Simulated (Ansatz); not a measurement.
Calculated with Ansatz (gas phase, PBE0-D4/def2-TZVP geometries, no zero-point term in ΔE). CCSD(T)/CBS adds triple-zeta CCSD(T) − MP2 to the extrapolated MP2 energy (def2 sets, frozen cores). This one scheme is used for every species. Functionals use def2-TZVPP. For Ge outer-core shells are correlated without core-valence functions, which leaves a few kJ/mol of doubt a bond. Scalar relativity is left out up to krypton. One conformer a species, not always the lowest.

`BC(=C)SC` + `[NH2][GeH3]` → `BC(=C)[NH][GeH3]` + CH₃SH  (substitution at a C–S bond)

`BC(=C)SC`:

Z-matrix (Å, degrees):
```
C
S 1 1.794
H 1 1.091 2 105.2
H 1 1.090 2 111.9 3 -118.1
H 1 1.090 2 111.8 3 118.1
C 2 1.757 1 104.2 3 -179.6
C 6 1.348 2 117.9 1 179.5
B 6 1.538 2 125.4 1 -0.8
H 7 1.087 6 123.1 2 -0.1
H 7 1.083 6 119.7 2 179.9
H 8 1.194 6 123.8 2 -0.3
H 8 1.196 6 117.0 2 179.8
```

`[NH2][GeH3]`:

```xyz
7

N     0.170   -0.853   -0.771
Ge   -0.133    0.373    0.572
H    -0.480   -0.779   -1.542
H     1.108   -0.816   -1.147
H     0.900    0.091    1.673
H    -0.003    1.851    0.133
H    -1.562    0.133    1.081
```

`BC(=C)[NH][GeH3]`:

```xyz
13

B    -0.334   -0.601    1.490
C    -0.744   -0.343    0.028
C    -1.971   -0.782   -0.337
N     0.108    0.303   -0.847
Ge    1.791    0.950   -0.481
H    -1.097   -1.161    2.216
H     0.732   -0.255    1.916
H    -2.600   -1.282    0.386
H    -2.367   -0.656   -1.343
H    -0.240    0.431   -1.784
H     2.734   -0.187   -0.052
H     2.249    1.561   -1.814
H     1.739    2.022    0.620
```

CH₃SH:

Z-matrix (Å, degrees):
```
C
S 1 1.806
H 1 1.089 2 111.5
H 1 1.089 2 111.5 3 -123.8
H 1 1.090 2 106.2 3 118.1
H 2 1.342 1 97.1 3 61.9
```

| level | ΔE (kcal/mol) |
| --- | --- |
| B2PLYP | 0.9 |
| PBE | 0.9 |
| PBE0 | 0.7 |
| SCS-MP2/def2-QZVPP | 1.8 |

Question: What does CCSD(T)/CBS give? (Estimate.)

Answer: Ansatz gave: +1.5 kcal/mol. The listed levels differ from it by -0.6, -0.6, -0.8, 0.3 kcal/mol.

Largest T1 diagnostic among the species: 0.012.

In def2-TZVPP, CCSD(T) changes the Hartree–Fock value by +1.2 kcal/mol (the triples alone add +0.4 kcal/mol) and MP2 by +2.3 kcal/mol.
